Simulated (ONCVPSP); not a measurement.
Pseudopotential generation for Cl: ONCV, LDA (Perdew-Zunger), scalar-relativistic.

The input file (ONCVPSP 4.0.1):

```
# ATOM AND REFERENCE CONFIGURATION
# atsym  z   nc   nv     iexc    psfile
  Cl 17.00    1    4        3      upf
#
#   n    l    f
    1    0    2.00
    2    0    2.00
    2    1    6.00
    3    0    2.00
    3    1    5.00
#
# PSEUDOPOTENTIAL AND OPTIMIZATION
# lmax
    2
#
#   l,   rc,      ep,       ncon, nbas, qcut
    0    0.80    0.00    4    9   13.10
    1    0.60    0.00    5    8   22.10
    2    0.70    0.13    4    7   15.00
#
# LOCAL POTENTIAL
# lloc, lpopt,  rc(5),   dvloc0
    4    3    0.45    2.00
#
# VANDERBILT-KLEINMAN-BYLANDER PROJECTORs
# l, nproj, debl
    0    2    1.30
    1    3    2.00
    2    1    2.90
#
# MODEL CORE CHARGE
# icmod, fcfact, rcfact
    3    5.50    1.35
#
# LOG DERIVATIVE ANALYSIS
# epsh1, epsh2, depsh
  -11.00    5.00    0.04
#
# OUTPUT GRID
# rlmax, drl
    6.00    0.01
#
# TEST CONFIGURATIONS
# ncnf
    4
# nvcnf
#   n    l    f
    4
    2    0    2.00
    2    1    6.00
    3    0    2.00
    3    1    4.00
#
    4
    2    0    2.00
    2    1    6.00
    3    0    2.00
    3    1    3.00
#
    4
    2    0    2.00
    2    1    6.00
    3    0    2.00
    3    1    2.00
#
    4
    2    0    2.00
    2    1    6.00
    3    0    1.00
    3    1    6.00
#
```

Command:

```bash
oncvpsp.x < Cl.dat > Cl.out
```

Output (shortened: citation, most of the input echo, consistency checks and plot data are left out):

```
ONCVPSP  (Optimized Norm-Conservinng Vanderbilt PSeudopotential)
scalar-relativistic version 4.0.1

#   n    l    f        energy (Ha)
    1    0    2.00    -1.0076505E+02
    2    0    2.00    -9.2509075E+00
    2    1    6.00    -7.0424560E+00
    3    0    2.00    -7.6048890E-01
    3    1    5.00    -3.1991320E-01

Reference configufation results
  iterations    21
  all-electron total energy (Ha)   -4.60115573D+02

Begin loop to  construct optimized pseudo wave functions
and semi-local pseudopoentials for all angular momenta

Calculating optimized projector #   1

 for l=   0

    Fraction of norm inside rc  0.950442
    Optimizing pswf for qcut=  13.08 a_B^-1,  ecut=  85.60 Ha
    Residual kinetic energy error=  2.29D-06 Ha

    Energy error per electron        Cutoff
         Ha          eV             Ha
         0.01000     0.27211       40.83
         0.00100     0.02721       51.74
         0.00010     0.00272       61.07
         0.00001     0.00027       68.56

Calculating optimized projector #   2

 for l=   0

    Fraction of norm inside rc  0.070885
    Optimizing pswf for qcut=  13.08 a_B^-1,  ecut=  85.60 Ha
    Residual kinetic energy error=  1.93D-05 Ha

    Energy error per electron        Cutoff
         Ha          eV             Ha
         0.01000     0.27211       31.86
         0.00100     0.02721       42.40
         0.00010     0.00272       52.66
         0.00001     0.00027      127.60

   Wellstate for l =  1  n =  4
     eigenvalue =   1.6801
     asymptotic potential =   2.1801
     half-point radius =  2.4717

Calculating optimized projector #   1

 for l=   1

    Fraction of norm inside rc  0.842758
    Optimizing pswf for qcut=  22.11 a_B^-1,  ecut= 244.41 Ha
    Residual kinetic energy error=  3.29D-04 Ha

    Energy error per electron        Cutoff
         Ha          eV             Ha
         0.01000     0.27211      192.61
         0.00100     0.02721      226.66
         0.00010     0.00272      434.61
         0.00001     0.00027      557.36

Calculating optimized projector #   2

 for l=   1

    Fraction of norm inside rc  0.033264
    Optimizing pswf for qcut=  22.11 a_B^-1,  ecut= 244.41 Ha
    Residual kinetic energy error=  7.72D-05 Ha

    Energy error per electron        Cutoff
         Ha          eV             Ha
         0.01000     0.27211      155.85
         0.00100     0.02721      202.74
         0.00010     0.00272      240.16
         0.00001     0.00027      386.31

Calculating optimized projector #   3

 for l=   1

    Fraction of norm inside rc  0.021855
    Optimizing pswf for qcut=  22.11 a_B^-1,  ecut= 244.41 Ha
    Residual kinetic energy error=  7.11D-05 Ha

    Energy error per electron        Cutoff
         Ha          eV             Ha
         0.01000     0.27211      151.81
         0.00100     0.02721      201.11
         0.00010     0.00272      239.24
         0.00001     0.00027      341.77

   Wellstate for l =  2  n =  3
     eigenvalue =   0.1300
     asymptotic potential =   0.6300
     half-point radius = 12.8368

Calculating optimized projector #   1

 for l=   2

    Fraction of norm inside rc  0.002694
    Optimizing pswf for qcut=  14.98 a_B^-1,  ecut= 112.27 Ha
    Residual kinetic energy error=  3.41D-06 Ha

    Energy error per electron        Cutoff
         Ha          eV             Ha
         0.01000     0.27211       13.07
         0.00100     0.02721       39.39
         0.00010     0.00272       71.55
         0.00001     0.00027       99.09

Construct Vanderbilt / Kleinmman-Bylander projectors

B matrix Hermiticity error, ll=   0
   1   2    1.6895E-03

  Orthonormal projector coefficients  1.3455E+01  2.7331E+00

B matrix Hermiticity error, ll=   1
   1   2    1.1219E-03
   1   3   -1.2095E-03
   2   3    8.0163E-05

  Orthonormal projector coefficients -4.3978E+02 -3.4504E+01 -8.6178E+00

Model core correction analysis
  based on d2Exc/dn_idn_j

d2excae - all-electron derivatives

   -1.010411D-01   -9.365915D-02   -8.378250D-03   -5.214140D-03
   -9.365996D-02   -1.043904D-01   -8.328996D-03   -6.327875D-03
   -8.378539D-03   -8.329288D-03   -3.314033D-02   -2.794603D-02
   -5.214361D-03   -6.328163D-03   -2.794693D-02   -2.598531D-02

d2excps - pseudofunction derivatives with no core correction

   -1.024624D-01   -1.034563D-01   -8.938629D-03   -6.242400D-03
   -1.034561D-01   -1.104287D-01   -9.097281D-03   -6.684702D-03
   -8.939025D-03   -9.097647D-03   -3.322136D-02   -2.803229D-02
   -6.242686D-03   -6.685056D-03   -2.803319D-02   -2.600765D-02

rms 2nd derivative error    3.829406E-03

rmatch, rhocmatch    0.1438  310.4431

Teter function model core charge with specified parameters

d2excps - pseudofunction derivatives with core correction

   -9.588467D-02   -9.914064D-02   -8.185214D-03   -5.899192D-03
   -9.914020D-02   -1.068122D-01   -8.613084D-03   -6.401939D-03
   -8.185424D-03   -8.613392D-03   -3.313489D-02   -2.799369D-02
   -5.899414D-03   -6.402253D-03   -2.799459D-02   -2.598547D-02

rms 2nd derivative error    2.420276E-03

Pseudoatom total energy -181.353214

Diagnostic tests using Vanderbilt-Kleinman-Bylander pseudopotentials
  1 or more projectors used as specified by nproj input data

   l    rcore       rmatch      e in        delta e   norm test  slope test

   0   0.8003394   0.8246394  -9.2509075   0.0000361   1.0003067   1.0002795
   0   0.8003394   0.8246394  -0.7604889   0.0000452   1.0000954   1.0000733

   1   0.6005803   0.6188152  -7.0424560  -0.0002023   1.0002925   1.0003611
   1   0.6005803   0.6188152  -0.3199132   0.0000621   1.0001583   1.0002420
   1   0.6005803   0.6188152   1.6800868  -0.0004131   1.0008045   1.0008045

   2   0.7016469   0.7229504   0.1300000   0.0002447   1.0000084   1.0000084

 Testing for bound ghosts
   n   l    E NL Schr. Eq   E Basis Diag.   E Cutoff

   1   0       -9.250871       -9.250866    546.80
   2   0       -0.760444       -0.507086    546.80

   2   1       -7.042658       -7.041452   1096.19
   3   1       -0.319851        0.961347   1096.19

 Testing for highly-localized positive-energy ghosts
       l    <radius>/rc     E Basis Diag.   E Cutoff

       1        0.881874       56.032855   1096.19  WARNING - GHOST(+)

       1        0.238931      426.013203   1096.19  WARNING - GHOST(+)

Test configuration 0

   n   l     f        eae           eps        diff
   1   0  2.0000 -100.76504567
   2   0  2.0000   -9.25090753   -9.25087139    3.61D-05
   2   1  6.0000   -7.04245602   -7.04265834   -2.02D-04
   3   0  2.0000   -0.76048890   -0.76044375    4.52D-05
   3   1  5.0000   -0.31991320   -0.31985110    6.21D-05

    Total energies and differences
      AE_ref= -4.60115573D+02  AE_tst= -4.60115573D+02  dif=  0.00D+00
      PS_ref= -1.81353214D+02  PS_tst= -1.81353214D+02  dif= -2.27D-13
      PSP excitation error=  2.27D-13

Test configuration 1

   n   l     f        eae           eps        diff
   1   0  2.0000 -101.24559388
   2   0  2.0000   -9.72113509   -9.72121218   -7.71D-05
   2   1  6.0000   -7.51392848   -7.51347424    4.54D-04
   3   0  2.0000   -1.17825233   -1.17821332    3.90D-05
   3   1  4.0000   -0.71703719   -0.71692014    1.17D-04

    Total energies and differences
      AE_ref= -4.60115573D+02  AE_tst= -4.59602121D+02  dif=  5.13D-01
      PS_ref= -1.81353214D+02  PS_tst= -1.80839804D+02  dif=  5.13D-01
      PSP excitation error=  4.12D-05

Test configuration 2

   n   l     f        eae           eps        diff
   1   0  2.0000 -101.81808400
   2   0  2.0000  -10.27358267  -10.27399284   -4.10D-04
   2   1  6.0000   -8.06870772   -8.06719439    1.51D-03
   3   0  2.0000   -1.64892881   -1.64891172    1.71D-05
   3   1  3.0000   -1.16734077   -1.16711991    2.21D-04

    Total energies and differences
      AE_ref= -4.60115573D+02  AE_tst= -4.58663991D+02  dif=  1.45D+00
      PS_ref= -1.81353214D+02  PS_tst= -1.79901764D+02  dif=  1.45D+00
      PSP excitation error=  1.31D-04

Test configuration 3

   n   l     f        eae           eps        diff
   1   0  2.0000 -102.47413956
   2   0  2.0000  -10.89835737  -10.89934028   -9.83D-04
   2   1  6.0000   -8.69706288   -8.69402459    3.04D-03
   3   0  2.0000   -2.16247186   -2.16248525   -1.34D-05
   3   1  2.0000   -1.66164800   -1.66124222    4.06D-04

    Total energies and differences
      AE_ref= -4.60115573D+02  AE_tst= -4.57252990D+02  dif=  2.86D+00
      PS_ref= -1.81353214D+02  PS_tst= -1.78490966D+02  dif=  2.86D+00
      PSP excitation error=  3.34D-04

Test configuration 4

   n   l     f        eae           eps        diff
   1   0  2.0000 -100.81294750
   2   0  2.0000   -9.29916339   -9.30051785   -1.35D-03
   2   1  6.0000   -7.08977315   -7.09249857   -2.73D-03
   3   0  1.0000   -0.78444554   -0.78438007    6.55D-05
   3   1  6.0000   -0.33951832   -0.33948764    3.07D-05

    Total energies and differences
      AE_ref= -4.60115573D+02  AE_tst= -4.59672802D+02  dif=  4.43D-01
      PS_ref= -1.81353214D+02  PS_tst= -1.80910443D+02  dif=  4.43D-01
      PSP excitation error= -3.00D-09
```

The run took about 4.7 s on one core of a shared server CPU.
